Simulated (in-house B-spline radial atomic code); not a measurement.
Checks on a self-consistent run for Al IV (Al3+), [He] 2s2 2p6. Method: non-relativistic Hartree-Fock, spin-polarised, averaged over the determinants with the given up and down occupations, point nucleus. Calculated with a B-spline radial code for spherical atoms.

```csv
orbital,q,ε (Eh),<1/r>,<r²>
1s up,1,-59.79109,12.5894,0.0194582
1s down,1,-59.79109,12.5894,0.0194582
2s up,1,-6.15103,2.35051,0.457607
2s down,1,-6.15103,2.35051,0.457607
2p up,3,-4.47222,2.21596,0.446866
2p down,3,-4.47222,2.21596,0.446866
```

Electron-electron repulsion V_ee = 81.2828 hartree, kinetic energy T = 240.0003 hartree.

What total energy follows from the eigenvalues?

The eigenvalues count the repulsion twice, so E = Σqε - V_ee = -158.718 - 81.283 = -240.000 hartree; the run printed -240.000.

What is the virial ratio?

-V/T = (T - E)/T = 2.000000; at the Hartree-Fock limit it is 2.

What diamagnetic shielding (Lamb formula) and susceptibility (Langevin formula) do the radii give?

σ = (α²/3)Σq<1/r> = 43.1757/(3·137.036²) = 766.39 ppm, and χ = -0.79199×10⁻⁶·Σq<r²> = -2.879×10⁻⁶ cm³/mol with Σq<r²> = 3.6353 bohr². Both are non-relativistic formulas without the paramagnetism of open shells.
